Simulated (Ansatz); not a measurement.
Consider the formal exchange of groups at the Si–C bond: `B[SiH2]C[SiH3]` + `[CH3][AlH][CH3]` → `B[SiH2][CH2][AlH][CH3]` + `C[SiH3]`.

Isolated molecules relaxed with PBE0-D4/def2-TZVP in Ansatz; ΔE leaves out vibrations. CCSD(T)/CBS is the MP2 limit (def2-TZVPP, def2-QZVPP) plus CCSD(T) − MP2 in def2-TZVPP, frozen cores. This one scheme is used for every species. Functionals use def2-TZVPP. B3LYP here is the variant with VWN-RPA as its local correlation; programs differ in this. One conformer a species, not always the lowest.

Problem. Is it downhill or uphill in electronic energy at CCSD(T)/CBS, and by how much? (Estimate.)

Solution. Computed: Downhill: ΔE = -10.0 kJ/mol.

Problem. What do these levels give: PBE-D4, r2SCAN-D4, PBE0-D4, B3LYP-D4, ωB97M-V, B2PLYP, PBE, PBE0, CCSD/def2-TZVPP, MP2/def2-QZVPP, MP2/CBS(def2), CCSD/CBS(def2)? (Estimate.)

Solution. Ansatz gave: PBE-D4 -13.1, r2SCAN-D4 -12.9, PBE0-D4 -12.0, B3LYP-D4 -9.5, ωB97M-V -10.9, B2PLYP -5.6, PBE -8.6, PBE0 -8.0, CCSD/def2-TZVPP -7.5, MP2/def2-QZVPP -11.0, MP2/CBS(def2) -11.0, CCSD/CBS(def2) -7.4 kJ/mol.

Largest T1 diagnostic among the species: 0.011.

In def2-TZVPP, CCSD(T) changes the Hartree–Fock value by −14.7 kJ/mol (the triples alone add −2.6 kJ/mol) and MP2 by −15.7 kJ/mol. The D4 term adds −7.4 kJ/mol with B3LYP and −4.0 kJ/mol with PBE0; it sums over pairs of atoms, weighted by their polarisabilities, and B3LYP, whose exchange is more repulsive, gets the larger term.
